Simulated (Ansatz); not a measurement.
Cost and result up the ladder for Hf₂S₃ (5 atoms). Charge 0, multiplicity 1. Geometry: r2SCAN-D4/def2-SVP.

```xyz
5

Hf   -0.526    0.392    1.593
Hf   -0.022   -1.605   -0.625
S    -1.923   -0.117   -0.329
S     0.890    2.048    1.224
S     1.581   -0.718   -1.862
```

Ansatz on 4 threads of Intel Xeon Platinum 8259CL on a shared host. Times are rough, and most runs start from the orbitals of an earlier one. No level here is sound enough to serve as a yardstick. Binding counts from free atoms at the same level (Hf triplet, S triplet; other spins of the atoms weren't run), without zero-point energy or a counterpoise term.

In the def2 sets Hf takes a core potential; there is no spin–orbit coupling. Correlated methods freeze 15 core orbitals; core or outer-core shells of Hf are correlated, in sets that lack core-valence functions. No other spin state of charge 0 was run. Another isomer (singlet) lies 2.52 eV lower at PBE0-D4/def2-TZVP; other spin states weren't run for this one.

Run but left out: BHLYP-D4/def2-TZVP (restricted singlet, unstable in another Hartree–Fock run and untested here); CCSD(T)/def2-TZVP (restricted singlet, unstable towards broken spin symmetry).

Correlated methods converge slowly with the basis.

```csv
level,functions,wall time
PBE-D4/def2-SVP,118,2.1 s
PBE0-D4/def2-SVP,118,2.6 s
PBE-D4/def2-TZVP (with forces),191,3.7 s
PBE0-D4/def2-TZVP,191,6.5 s
r2SCAN-D4/def2-TZVP,191,6.5 s
RPA@PBE/def2-TZVP,191,7.5 s
B97M-V/def2-TZVP,191,10 s
ωB97X-V/def2-TZVP,191,12 s
```

Problem. Estimate what each level gives for the binding energy per atom (eV).

Solution. 
```csv
level,binding energy per atom (eV),remarks
PBE-D4/def2-SVP,4.14,restricted SCF unstable in HF
PBE0-D4/def2-SVP,3.89,restricted SCF unstable in HF
PBE-D4/def2-TZVP (with forces),4.17,restricted SCF unstable in HF
PBE0-D4/def2-TZVP,3.95,restricted SCF unstable in HF
r2SCAN-D4/def2-TZVP,4.04,restricted SCF unstable in HF
RPA@PBE/def2-TZVP,3.56,restricted SCF unstable in HF
B97M-V/def2-TZVP,4.01,restricted SCF unstable in HF
ωB97X-V/def2-TZVP,3.89,restricted SCF unstable in HF
```
